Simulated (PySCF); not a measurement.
Excitation energies in several basis sets

Species: BH7N2Si.
InChI=1S/BH7N2Si/c1-3-4-2/h3H,1-2,4H2

TDDFT with PBE0 (PySCF), vertical singlets, core orbitals frozen in the response, spherical d and f functions. Geometry: PBE0-D3(BJ)/def2-SVP, one conformer, isolated molecule.

Problem. How do the low singlets change with the basis? Take 6-31G*, 6-31+G*, def2-SVP, def2-SVPD, aug-cc-pVDZ, def2-TZVP and def2-TZVPD.

Solution. 

```tsv
basis	functions	diffuse	S1 (eV)	S2 (eV)	S3 (eV)	S4 (eV)	S5 (eV)	LUMO (eV)	α (au)
6-31G*	74	no	6.79	7.09	7.38	7.80	7.91	0.52	46.6
6-31+G*	90	yes	6.22	6.59	6.84	7.04	7.38	-0.12	53.6
def2-SVP	95	no	6.63	6.91	7.29	7.78	7.88	0.23	49.7
def2-SVPD	140	yes	6.53	6.74	6.80	7.36	7.59	-0.05	59.0
aug-cc-pVDZ	159	yes	6.10	6.50	6.73	6.93	7.21	-0.29	60.6
def2-TZVP	172	no	6.56	6.78	6.84	7.45	7.57	-0.04	55.6
def2-TZVPD	217	yes	6.34	6.61	6.75	7.15	7.46	-0.14	59.9
```

States are compared by their number. Against the largest diffuse basis here (def2-TZVPD, itself not a converged limit), sets without diffuse functions differ by up to 0.45 eV in S1 and 0.45 eV in S5; the smaller diffuse sets differ by up to 0.24 and 0.25 eV. State by state, the largest deviation of a set without diffuse functions is S1 0.45, S2 0.48, S3 0.64, S4 0.65, S5 0.45 eV. The same number needn't mean the same state in each row. Against def2-TZVPD the polarisability deviates by -22% in 6-31G*, -11% in 6-31+G*, -17% in def2-SVP, -2% in def2-SVPD, +1% in aug-cc-pVDZ, -7% in def2-TZVP. A single + in a Pople set puts diffuse functions on heavy atoms only.

Without π bonds the low states are Rydberg-like; a valence basis with one diffuse set may place them up to an eV too high.
